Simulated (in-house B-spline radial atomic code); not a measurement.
How numerical settings move a run on In IV (In3+), [Kr] 4d10. Computed with an all-electron radial atomic-structure program (B-spline basis): non-relativistic wB97X, spin-polarised, spherical fractional occupations, point nucleus.

Command:
```bash
python run_scf.py task.json out
```
Settings of the sound reference run:
```
Z                49
electrons        46
configuration    [Kr] 4d10
hamiltonian      nr
method           wb97x
spin_polarised   True
knot_spacing     0.22
spline_order     8
gauss_points     12
box_radius       16.22
max_iterations   70
damping          0.5
damped_steps     3
diis_vectors     10
tolerance        1e-08
start            Thomas-Fermi
```

Run time, properties included: 0.91 s on 1 thread of Arm Neoverse N1 (shared host).

It converges in 10 iterations to -5740.872222 hartree, with 4d up at -53.3574 eV. The other runs change the listed settings, some to values that make no sense; their results aren't properties of the atom or ion. Radii are in bohr (the nuclear one in fm), a minus after a letter asks for a j subshell, and «unchanged» means within 1e-8 hartree. The run stops when the residual is below 10 × tolerance × max(1, Z/10), or a noise floor if that is larger, and the energy moves by less than 1e-8 × √|E| hartree; so very loose and very tight tolerances often act alike.

| changed settings | outcome |
| --- | --- |
| damped_steps = 1 | converged in 10 iterations, energy unchanged, 4d up level +1.2e-05 eV |
| damping = 0.8 | converged in 11 iterations, energy unchanged, 4d up level +9.7e-06 eV |
| damping = 0.95 | converged in 12 iterations, energy unchanged, 4d up level +1.1e-05 eV |
| knot_spacing = 2 | converged in 10 iterations, energy +4.27e+02 hartree from the reference, 4d up level -1.8e+01 eV (the program warns: 4d up reaches the box edge; 1s up reaches the box edge) |
| knot_spacing = 0.15 | converged in 10 iterations, energy -9.13e-05 hartree from the reference, 4d up level +5.4e-04 eV |
| spline_order = 10, max_iterations = 50, start = bare nucleus | converged in 11 iterations, energy +4.84e-05 hartree from the reference, 4d up level +7.7e-04 eV |
| damped_steps = 0 | converged in 9 iterations, energy unchanged, 4d up level +1.5e-05 eV |
| knot_spacing = 0.1, spline_order = 7, max_iterations = 50 | converged in 10 iterations, energy -1.11e-04 hartree from the reference, 4d up level +6.3e-04 eV |
| hamiltonian = dirac, method = hf, spin_polarised = False, nucleus = fermi, rms_radius = 4.6156, mass_number = 115, atomic_mass = 114.9039, speed_of_light = 36.75305 | stopped with error: Z/c is past the critical charge |
| knot_spacing = 0.55 | converged in 10 iterations, energy +2.62e-01 hartree from the reference, 4d up level -3.7e-03 eV |
| knot_spacing = 0.4 | converged in 10 iterations, energy +2.73e-03 hartree from the reference, 4d up level -2.5e-03 eV |
| knot_spacing = 0.75 | converged in 10 iterations, energy +6.45e+00 hartree from the reference, 4d up level -9.0e-01 eV (the program warns: 3s up reaches the box edge; 3s down reaches the box edge) |
| knot_spacing = 0.3, gauss_points = 16, box_radius = 4.87, max_iterations = 8 | not converged after 8 iterations, last residual 6.0e-05, last energy +5.33e-04 hartree from the reference |
| damping = 0 | converged in 11 iterations, energy unchanged, 4d up level +1.4e-05 eV |
| knot_spacing = 0.15, box_radius = 0.65, max_iterations = 8, damping = 0 | converged in 7 iterations, energy +7.48e+02 hartree from the reference, 4d up level +1.4e+03 eV (the program warns: 4d up has a positive eigenvalue: unbound, held by the box; 3p up has a positive eigenvalue: unbound, held by the box) |
| gauss_points = 8, first_knot = 0.0612, max_iterations = 100, damped_steps = 0, tolerance = 1e-06 | converged in 7 iterations, energy +5.47e-03 hartree from the reference, 4d up level +1.0e-03 eV |

(1) What happens with damped_steps = 8?

(2) What happens with damping = 0.2?

(3) What happens with electrons = 49, configuration = [Kr] 4d10 5s3, max_iterations = 60?

(4) What happens with knot_spacing = 1.4?

## Answers

(1) Converged in 13 iterations, energy unchanged, 4d up level +2.6e-05 eV.

(2) Converged in 10 iterations, energy unchanged, 4d up level -1.9e-06 eV.

(3) Stopped with error: shell 5s holds at most 1 electrons (per spin).

(4) Converged in 11 iterations, energy +3.21e+02 hartree from the reference, 4d up level -1.8e+01 eV (the program warns: 4d up reaches the box edge; 1s up reaches the box edge).
